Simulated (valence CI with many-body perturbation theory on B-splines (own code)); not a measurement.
# E1 transitions of Er⁶¹⁺

Method: relativistic CI+MBPT: five valence electrons over a frozen Dirac-Fock core [He], radial functions for each j: 9 s, 9 p, 8 d, 6 f, 3 g, 1 h, with the one-electron correlation potential Σ1, the two-electron term Σ2, the three-electron term Σ3, Breit, model QED; selected CI, second order for the rest (own B-spline code, finite nucleus).

No measured spectrum was set against this ion. As an estimate, large intervals hold to a few tenths of a per cent, small ones and those within an open d or f shell to about a per cent. Among the levels kept, up to 1100 cm⁻¹ of a level comes from second order outside the variational space, and about a tenth of that is noise between levels of different J, which matters for small intervals.

Lines 151 to 200 of 256 in falling wavelength, among levels below 74113 × 10³ cm⁻¹, chosen from the strongest by gf and those to the six lowest levels. Wavelengths and rates use the calculated energies. Electric multipoles are in the length gauge, E1 and E2 with the static RPA response of the core. Weak lines are less certain than strong ones. Lines between different terms over intervals too small for the method are left out, as are lines whose strength nearly cancels. The highest levels of a list are the least certain.

Levels are named by their leading jj configuration (3d3/2^4 stands for four electrons in 3d with j = 3/2), which in mixed levels can hold well under half, so a name can repeat and another be missing. Letters in brackets count levels of one name in rising energy.

```csv
λ vac (Å),Upper,Lower,A (s⁻¹),S (a.u.)
1.670,(2s^2 2p1/2 2p3/2 3s) J=5/2,(2s^2 2p1/2 2p3/2^2) J=5/2,7.05e+13,9.73e-04
1.670,(2s^2 2p1/2 2p3/2 3s) J=3/2 [a],(2s^2 2p1/2 2p3/2^2) J=3/2,6.22e+13,5.71e-04
1.669,(2s^2 2p1/2 2p3/2 3s) J=3/2 [b],(2s^2 2p1/2 2p3/2^2) J=5/2,1.06e+14,9.75e-04
1.668,(2s^2 2p1/2 2p3/2 3s) J=1/2,(2s^2 2p1/2 2p3/2^2) J=3/2,1.25e+14,5.72e-04
1.667,(2s^2 2p1/2 2p3/2 3p3/2) J=3/2 [b],(2s 2p1/2^2 2p3/2^2) J=1/2,9.50e+11,8.69e-06
1.665,(2s^2 2p1/2 2p3/2 3s) J=5/2,(2s^2 2p1/2 2p3/2^2) J=3/2,4.97e+12,6.79e-05
1.664,(2s^2 2p1/2 2p3/2 3s) J=3/2 [b],(2s^2 2p1/2 2p3/2^2) J=3/2,2.01e+13,1.83e-04
1.661,(2s^2 2p1/2 2p3/2 3p3/2) J=1/2 [b],(2s 2p1/2^2 2p3/2^2) J=1/2,3.43e+11,1.55e-06
1.658,(2s 2p1/2^2 2p3/2 3s) J=3/2 [b],(2s 2p1/2^2 2p3/2^2) J=5/2,9.32e+12,8.38e-05
1.654,(2s^2 2p1/2 2p3/2 3p3/2) J=5/2 [a],(2s 2p1/2^2 2p3/2^2) J=5/2,2.22e+12,2.97e-05
1.652,(2s^2 2p1/2 2p3/2 3p3/2) J=3/2 [a],(2s 2p1/2^2 2p3/2^2) J=5/2,4.72e+11,4.20e-06
1.650,(2s^2 2p1/2 2p3/2 3p3/2) J=7/2,(2s 2p1/2^2 2p3/2^2) J=5/2,1.45e+10,2.57e-07
1.646,(2s^2 2p1/2 2p3/2 3p3/2) J=3/2 [b],(2s 2p1/2^2 2p3/2^2) J=5/2,3.35e+12,2.95e-05
1.605,(2s 2p1/2^2 2p3/2 3p1/2) J=3/2 [a],(2s^2 2p1/2 2p3/2^2) J=1/2,9.99e+10,8.16e-07
1.596,(2s 2p1/2^2 2p3/2 3d3/2) J=3/2 [a],(2s 2p1/2^2 2p3/2^2) J=1/2,5.54e+13,4.45e-04
1.596,(2s 2p1/2^2 2p3/2 3d3/2) J=1/2 [a],(2s 2p1/2^2 2p3/2^2) J=3/2,6.32e+13,2.54e-04
1.596,(2s 2p1/2^2 2p3/2 3p1/2) J=3/2 [a],(2s^2 2p1/2 2p3/2^2) J=5/2,1.80e+10,1.44e-07
1.596,(2s 2p1/2^2 2p3/2 3d3/2) J=1/2 [a],(2s 2p1/2^2 2p3/2^2) J=1/2,2.80e+13,1.12e-04
1.596,(2s 2p1/2^2 2p3/2 3p1/2) J=5/2,(2s^2 2p1/2 2p3/2^2) J=5/2,8.50e+10,1.02e-06
1.591,(2s 2p1/2^2 2p3/2 3p1/2) J=3/2 [a],(2s^2 2p1/2 2p3/2^2) J=3/2,1.21e+12,9.60e-06
1.589,(2s 2p1/2^2 2p3/2 3p1/2) J=1/2,(2s^2 2p1/2 2p3/2^2) J=1/2,1.47e+12,5.82e-06
1.589,(2s 2p1/2^2 2p3/2 3p1/2) J=3/2 [b],(2s^2 2p1/2 2p3/2^2) J=1/2,2.28e+11,1.80e-06
1.584,(2s^2 2p1/2 2p3/2 3d3/2) J=3/2 [a],(2s^2 2p1/2 2p3/2^2) J=1/2,3.93e+13,3.08e-04
1.583,(2s^2 2p1/2 2p3/2 3d3/2) J=1/2 [a],(2s^2 2p1/2 2p3/2^2) J=1/2,4.88e+13,1.91e-04
1.582,(2s 2p1/2^2 2p3/2 3d3/2) J=3/2 [b],(2s 2p1/2^2 2p3/2^2) J=1/2,3.73e+12,2.92e-05
1.580,(2s 2p1/2^2 2p3/2 3p1/2) J=3/2 [b],(2s^2 2p1/2 2p3/2^2) J=5/2,1.09e+12,8.45e-06
1.579,(2s 2p1/2^2 2p3/2 3d5/2) J=5/2,(2s 2p1/2^2 2p3/2^2) J=3/2,1.19e+14,1.39e-03
1.579,(2s 2p1/2^2 2p3/2 3d3/2) J=1/2 [b],(2s 2p1/2^2 2p3/2^2) J=3/2,6.75e+13,2.62e-04
1.579,(2s 2p1/2^2 2p3/2 3d3/2) J=1/2 [b],(2s 2p1/2^2 2p3/2^2) J=1/2,2.24e+14,8.71e-04
1.578,(2s 2p1/2^2 2p3/2 3d3/2) J=5/2 [a],(2s 2p1/2^2 2p3/2^2) J=5/2,9.12e+13,1.06e-03
1.577,(2s 2p1/2^2 2p3/2 3d3/2) J=3/2 [a],(2s 2p1/2^2 2p3/2^2) J=5/2,1.62e+14,1.26e-03
1.577,(2s 2p1/2^2 2p3/2 3d3/2) J=7/2,(2s 2p1/2^2 2p3/2^2) J=5/2,5.25e+12,8.12e-05
1.577,(2s^2 2p1/2 2p3/2 3d3/2) J=3/2 [b],(2s^2 2p1/2 2p3/2^2) J=1/2,4.74e+13,3.67e-04
1.576,(2s 2p1/2^2 2p3/2 3p1/2) J=1/2,(2s^2 2p1/2 2p3/2^2) J=3/2,1.17e+12,4.53e-06
1.575,(2s 2p1/2^2 2p3/2 3p1/2) J=3/2 [b],(2s^2 2p1/2 2p3/2^2) J=3/2,6.24e+11,4.82e-06
1.575,(2s^2 2p1/2 2p3/2 3d3/2) J=3/2 [a],(2s^2 2p1/2 2p3/2^2) J=5/2,4.07e+13,3.14e-04
1.575,(2s^2 2p1/2 2p3/2 3d3/2) J=1/2 [b],(2s^2 2p1/2 2p3/2^2) J=1/2,3.81e+13,1.47e-04
1.575,(2s^2 2p1/2 2p3/2 3d3/2) J=5/2 [a],(2s^2 2p1/2 2p3/2^2) J=5/2,7.01e+13,8.11e-04
1.574,(2s^2 2p1/2^2 3d3/2) J=3/2,(2s^2 2p1/2^2 2p3/2) J=3/2,1.81e+14,1.39e-03
1.572,(2s^2 2p1/2 2p3/2 3d3/2) J=7/2,(2s^2 2p1/2 2p3/2^2) J=5/2,1.40e+13,2.15e-04
1.571,(2s^2 2p1/2 2p3/2 3d3/2) J=3/2 [a],(2s^2 2p1/2 2p3/2^2) J=3/2,9.14e+13,6.99e-04
1.570,(2s^2 2p1/2 2p3/2 3d3/2) J=5/2 [a],(2s^2 2p1/2 2p3/2^2) J=3/2,5.58e+10,6.40e-07
1.570,(2s^2 2p1/2 2p3/2 3d3/2) J=1/2 [a],(2s^2 2p1/2 2p3/2^2) J=3/2,9.91e+13,3.78e-04
1.569,(2s^2 2p1/2 2p3/2 3d3/2) J=5/2 [b],(2s^2 2p1/2 2p3/2^2) J=5/2,1.54e+13,1.76e-04
1.568,(2s^2 2p1/2 2p3/2 3d3/2) J=3/2 [b],(2s^2 2p1/2 2p3/2^2) J=5/2,1.35e+14,1.02e-03
1.567,(2s^2 2p1/2 2p3/2 3d5/2) J=3/2 [a],(2s^2 2p1/2 2p3/2^2) J=1/2,7.04e+13,5.34e-04
1.564,(2s^2 2p1/2 2p3/2 3d3/2) J=5/2 [b],(2s^2 2p1/2 2p3/2^2) J=3/2,6.27e+12,7.11e-05
1.563,(2s 2p1/2^2 2p3/2 3d3/2) J=3/2 [b],(2s 2p1/2^2 2p3/2^2) J=5/2,9.14e+13,6.90e-04
1.563,(2s^2 2p1/2 2p3/2 3d3/2) J=3/2 [b],(2s^2 2p1/2 2p3/2^2) J=3/2,1.12e+12,8.42e-06
1.561,(2s 2p1/2^2 2p3/2 3d3/2) J=5/2 [b],(2s 2p1/2^2 2p3/2^2) J=5/2,2.22e+11,2.50e-06
```
